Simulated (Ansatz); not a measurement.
```yaml
crystal:
  periodic: [false, false, false]
  atoms:
    - {symbol: C, position_ang: [-0.950263, 0.503660, -0.527424]}
    - {symbol: C, position_ang: [0.071063, 0.595334, 0.394186]}
    - {symbol: Zn, position_ang: [1.420807, -1.080825, 0.415705]}
    - {symbol: H, position_ang: [-1.322332, -0.363818, -1.050651]}
    - {symbol: H, position_ang: [-1.608597, 1.333002, -0.342929]}
    - {symbol: H, position_ang: [0.262418, 1.316370, 0.788394]}
    - {symbol: H, position_ang: [2.348851, -2.127533, 0.579017]}
basis:
  gaussian: {orbitals: def2-SVPD, final_grid: {core_spheres: 1, valence_spheres: 1, degree: 5}}
hamiltonian: {xc: {name: wB97M-V}}
accuracy: high
output: {forces: true}
```

```sh
$ ansatz run in.yaml --threads 2 --pin off --events-out ev --progress --plain --max-ram 4352MiB
```

It prints (some lines left out):

```
Functional definition: wB97M-V
2077 factors; integrals over basis functions are off by at most 3.9e-9 eV
413 factors; integrals over basis functions are off by at most 1.7e-9 eV
mean field evaluation 1: about -50538.5533 eV, gradient 4.3e1 eV
mean field evaluation 2: about -50539.4268 eV, gradient 4.3e1 eV
mean field evaluation 4: about -50542.8557 eV, gradient 1.8e0 eV
mean field evaluation 8: about -50529.2628 eV, gradient 3.4e0 eV
mean field evaluation 16: about -50529.3012 eV, gradient 3.0e-4 eV
mean field -50529.30118655 eV, -1856.9175686152 hartree, gradient 5.1e-8 eV, S^2 0.000000; 0 other end points of the search recorded, 0 dependent functions left out
reference -50529.30119868 eV, -1856.9175690608 hartree; 23, 23 occupied and 83, 83 virtual orbitals, 2077 factors
Total energy: -50529.30119868 eV, -1856.9175690608 hartree
Atom 0 at    -0.950263     0.503660    -0.527424 Å, force     8.736797     3.798433    10.917627 eV/Å
Atom 1 at     0.071063     0.595334     0.394186 Å, force   -12.433246   -20.968905   -17.120269 eV/Å
Atom 2 at     1.420807    -1.080825     0.415705 Å, force    -1.113501    -0.499536    -0.959111 eV/Å
Atom 3 at    -1.322332    -0.363818    -1.050651 Å, force     1.120155     1.129742     0.864823 eV/Å
Atom 4 at    -1.608597     1.333002    -0.342929 Å, force     1.272492    -1.971533    -1.191280 eV/Å
Atom 5 at     0.262418     1.316370     0.788394 Å, force     1.543531    19.021016     7.318601 eV/Å
Atom 6 at     2.348851    -2.127533     0.579017 Å, force     0.873772    -0.509217     0.169608 eV/Å
Dipole moment:    -0.040184    -0.033803    -0.017930 e Å
```

(1) What is wrong with this run?

Answers

(1) The integration grid is far too coarse. Self-consistency was reached. The result belongs to that input, not to the molecule as meant.
